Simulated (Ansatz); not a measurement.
Ta2O4⁺, relaxed as a doublet with UKS r2SCAN-D4/def2-SVP in Ansatz, starting from the GFN1-xTB geometry. Force threshold 0.02 eV/Å.

In the def2 sets Ta takes a core potential; there is no spin–orbit coupling. The structure holds 1 bond(s) between oxygen atoms. Another isomer (doublet) lies 5.37 eV lower at PBE0-D4/def2-TZVP; other spin states weren't run for this one.

Start:

```xyz
6

Ta   -0.5494    0.6790   -0.3773
Ta    1.6003   -0.2843    0.8279
O    -2.2818    0.1582   -0.3800
O     0.9666    1.3082    0.2658
O     1.9680   -1.8720    1.2629
O    -1.7037    0.0109   -1.5993
```

```
         step  energy (eV)  largest force component (eV/Å)  SCF passes
            1  -11271.2258                           8.505          62
            2  -11273.4330                           2.268         100
            3  -11273.6782                           2.645          84
            4  -11273.8655                           1.686          65
            5  -11274.1506                           1.929          51
            6  -11274.3904                           2.731          48
            7  -11274.5735                           2.515          69
            8  -11274.8415                           1.349          56
            9  -11275.0652                           0.852          63
           10  -11275.1980                           1.099          54
           11  -11275.2469                           0.598          44
           12  -11275.2508                           0.342          45
           13  -11275.2682                           0.133          47
           14  -11275.2699                           0.043          38
           15  -11275.2703                           0.029          40
           16  -11275.2703                           0.022          42
17 (rejected)  -11275.2703                           0.038          35
           18  -11275.2704                           0.005          36
```

Force components are those of the run's own axes.

End:

```xyz
6

Ta   -0.455    0.872   -0.643
Ta    1.131   -0.246    1.357
O    -2.200    0.239   -0.188
O     1.328    1.221    0.274
O     1.753   -1.494    0.382
O    -1.557   -0.591   -1.182
```

By distances, no bond broke or formed. The bond that changes most is Ta1–O4, from 1.76 to 2.04 Å (atoms count from 1).

No frequencies were taken in this run, so the end may be a saddle point.

It took 2 min on 4 threads of Arm Neoverse V2 on a shared host.
